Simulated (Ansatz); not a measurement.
A nudged elastic band was laid between two geometries of Cl3FH2OW + FH (10 atoms, charge 0, multiplicity 1).

Computed with Ansatz, RHF/def2-SVP.

```
movable images  : 5
climbing image  : yes
spring          : 5.0 eV/Å²
optimiser       : quadratic models (default)
start path      : through a guess of the saddle point
force threshold : 0.05 eV/Å
iteration limit : 60
end points      : relaxed
```

Initial state:

```xyz
10
Properties=species:S:1:pos:R:3
W -0.113 0.049 -0.221
O 0.202 0.050 1.608
H 0.120 -0.729 2.154
Cl 1.961 -0.387 -1.046
Cl 0.157 2.284 -0.707
F -1.898 0.370 -0.513
Cl -0.701 -2.220 0.471
H -0.406 -1.036 -1.410
F 1.577 2.237 2.803
H 1.068 1.536 2.544
```

Final state:

```xyz
10
Properties=species:S:1:pos:R:3
W 0.113 0.433 -0.009
O 0.481 -0.211 2.150
H -0.089 -0.846 2.569
Cl 2.280 -0.406 -0.270
Cl -0.470 1.939 -1.651
F -1.509 0.866 0.810
Cl -0.800 -1.744 0.022
H 0.243 -0.238 -1.482
F 1.024 1.865 0.794
H 0.694 0.495 2.751
```

Q: Which bonds break or form, and what moves?

A: Bonds broken: F9–H10. Bonds formed: W1–F9, O2–H10. Cl3FH2OW + FH becomes Cl3F2H3OW.

Q: Give the energies along the band, and the barrier.

A: It converged. The highest image is number 3 of 0 to 6, 0.45 eV above the first end and 1.24 eV above the last; the last end lies 0.79 eV below the first. Beside the main top the profile has a ripple of under 15 meV (maxima at images 1, 3), which may be a very shallow well or noise. A structure lower than the last end lies on the path between it and the top, so the climb from that side starts below the end, which may itself be a saddle point or a shallow side well. A vibrational analysis at the climbing image gives one clearly imaginary mode, 1328i cm⁻¹: a first-order saddle point. The orbitals stay closed-shell, which can raise the energy where a bond breaks towards radicals; this wasn't checked here.

```json
{"image": "0", "path coordinate (Å)": "0.00", "energy (eV)": "0.00", "F9–H10 (Å)": "0.90", "W1–F9 (Å)": "4.10", "O2–H10 (Å)": "1.96"}
{"image": "1", "path coordinate (Å)": "1.41", "energy (eV)": "0.06", "F9–H10 (Å)": "0.90", "W1–F9 (Å)": "3.47", "O2–H10 (Å)": "2.05"}
{"image": "2", "path coordinate (Å)": "2.82", "energy (eV)": "0.04", "F9–H10 (Å)": "0.91", "W1–F9 (Å)": "2.74", "O2–H10 (Å)": "2.50"}
{"image": "3", "path coordinate (Å)": "4.24", "energy (eV)": "0.45", "F9–H10 (Å)": "1.11", "W1–F9 (Å)": "2.16", "O2–H10 (Å)": "1.23"}
{"image": "4", "path coordinate (Å)": "4.90", "energy (eV)": "-0.60", "F9–H10 (Å)": "1.84", "W1–F9 (Å)": "1.93", "O2–H10 (Å)": "0.96"}
{"image": "5", "path coordinate (Å)": "5.56", "energy (eV)": "-0.80", "F9–H10 (Å)": "2.35", "W1–F9 (Å)": "1.88", "O2–H10 (Å)": "0.95"}
{"image": "6", "path coordinate (Å)": "6.23", "energy (eV)": "-0.79", "F9–H10 (Å)": "2.41", "W1–F9 (Å)": "1.88", "O2–H10 (Å)": "0.95"}
```

Q: What is the geometry of the highest image?

A: 
```xyz
10
Properties=species:S:1:pos:R:3
W -0.028 0.263 0.096
O 0.233 -0.221 2.059
H 0.575 -1.013 2.450
Cl 2.235 -0.320 -0.057
Cl 0.108 1.964 -1.469
F -1.694 0.955 0.501
Cl -1.055 -1.805 -0.072
H 0.214 -0.382 -1.375
F 0.735 1.780 1.423
H 0.645 0.931 2.127
```

The band took 42 iterations and about 25 core-minutes.

Time of the run: 6.7 min on 4 threads of Arm Neoverse V2, on a shared host, peak memory 0.5 GiB.
